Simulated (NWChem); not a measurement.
Molecule: Si3H6, singlet; SMILES [SiH3][Si][SiH3]

```xyz
9

Si     0.0000     0.0000     1.3049
Si    -1.6771     0.1369    -0.3807
H     -1.9345    -1.3272    -0.6259
H     -1.2797     0.7559    -1.6868
H     -2.9604     0.7572     0.0742
Si     1.6771    -0.1369    -0.3807
H      1.9345     1.3272    -0.6259
H      1.2797    -0.7559    -1.6868
H      2.9604    -0.7572     0.0742
```
Atoms are numbered in this order, from 1.

Results from NWChem. Geometry optimised at PBE0/def2-SVP; all other runs use it. Low-valent species are run as closed-shell singlets; no triplet was tried in these runs.

| quantity | level | value |
|---|---|---|
| solvation free energy (kcal/mol) in water | PBE0/def2-SVP, SMD | 1.5 |
| isotropic polarisability (bohr³), static | PBE/def2-SVPD | 102.9 |
| vertical ionisation energy, ΔSCF (eV) | PBE/def2-SVP | 8.40 |
| vertical, lowest excitation, singlet (eV) | PBE/def2-SVPD, TDA | 1.83 |
| dipole (D) | PBE0/def2-SVP | 0.06 |
| highest harmonic frequency (cm⁻¹) | PBE0/def2-SVP | 2224 |
